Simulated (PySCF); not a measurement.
Ga(AsH2)(F)2 (AsF2GaH2), SMILES [Ga]([F])([AsH2])[F]. Atoms are numbered in the order given.

```xyz
6

Ga    -0.7844    -0.0084     0.0000
As     1.5997     0.0626     0.0000
H      1.6217    -0.9892     1.1042
H      1.6217    -0.9892    -1.1042
F     -1.7621     0.0095    -1.4495
F     -1.7621     0.0095     1.4495
```

Geometry: PBE0-D3(BJ)/def2-SVP.

These are B3LYP/def2-TZVP in PySCF values and carry that method's errors.

ESP charges are fitted to the potential on shells at 1.4 to 2.0 van der Waals radii. Atomic charges (e):

| atom | ESP fit | meta-Löwdin | Mulliken | Löwdin |
|---|---|---|---|---|
| Ga1 | 0.80 | 0.99 | 0.75 | ? |
| As2 | -0.07 | -0.04 | -0.15 | ? |
| H3 | 0.02 | 0.02 | 0.07 | ? |
| H4 | 0.02 | 0.02 | 0.07 | ? |
| F5 | -0.39 | -0.50 | -0.37 | ? |
| F6 | -0.39 | -0.50 | -0.37 | ? |

### Question
Complete the blanks. (An estimate is asked for; the answer gives what the named calculation found.)

### Answer

- Ga1, Löwdin: -0.01
- As2, Löwdin: 0.22
- H3, Löwdin: 0.02
- H4, Löwdin: 0.02
- F5, Löwdin: -0.12
- F6, Löwdin: -0.12
